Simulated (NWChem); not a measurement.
# C₂HCl₂F; SMILES FC=C(Cl)Cl

```xyz
6

F      0.8818     2.1258     0.0000
C      1.1245     0.8125     0.0000
C      0.1378    -0.0853     0.0000
Cl    -1.5301     0.3731     0.0000
Cl     0.4927    -1.7865     0.0000
H      2.1762     0.5501     0.0000
```
Atoms are numbered in this order, from 1.

All runs: NWChem. Geometry: optimised at B3LYP/6-31G* (spherical d). GIAO values for the isolated, static molecule; σ is the absolute isotropic shielding, δ = σ(reference) − σ with the isolated reference molecule computed at the same levels (13C: tetramethylsilane, 19F: trichlorofluoromethane, 1H: tetramethylsilane).

Q: Estimate the computed values for BHandHLYP/pcSseg-1. Quantities: δ F1 (ppm); δ C2 (ppm); δ C3 (ppm); σ Cl4 (ppm); σ Cl5 (ppm); δ H6 (ppm).

A: 
```json
{
 "δ F1 (ppm)": "-117.6",
 "δ C2 (ppm)": "158.5",
 "δ C3 (ppm)": "138.4",
 "σ Cl4 (ppm)": "683.5",
 "σ Cl5 (ppm)": "709.3",
 "δ H6 (ppm)": "7.14"
}
```
